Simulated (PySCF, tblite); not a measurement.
Isomers of C7H5N2 (doublet state), one GFN2-xTB conformer each. Single-point energies are computed at B3LYP/pcH-1 (PySCF, gas phase, no added dispersion term), electronic only. GFN2-xTB treats the open shell by occupation alone, and not every SCF solution was tested for stability.

```csv
SMILES,GFN2-xTB relative energy (kJ/mol)
C=C1[CH]C(C#N)(C#N)C1,0.0
[CH]=C1CC(C#N)(C#N)C1,90.5
```

Q: What does B3LYP/pcH-1 give for the same structures?

A: 
```tsv
SMILES	B3LYP/pcH-1 E (Eh)	B3LYP/pcH-1 (kJ/mol)	GFN2-xTB (kJ/mol)	point group
C=C1[CH]C(C#N)(C#N)C1	-379.14004	0.0	0.0	Cs
[CH]=C1CC(C#N)(C#N)C1	-379.10051	103.8	90.5	Cs
```

Both levels put the same isomer lowest. 

Q: What happens when harmonic zero-point energies from GFN2-xTB frequencies are added?

A: 
| SMILES | ZPE (kJ/mol) | electronic (kJ/mol) | with ZPE (kJ/mol) |
| --- | --- | --- | --- |
| C=C1[CH]C(C#N)(C#N)C1 | 252.9 | 0.0 | 0.0 |
| [CH]=C1CC(C#N)(C#N)C1 | 252.5 | 103.8 | 103.5 |

The zero-point energies span 0.4 kJ/mol. The order is unchanged.
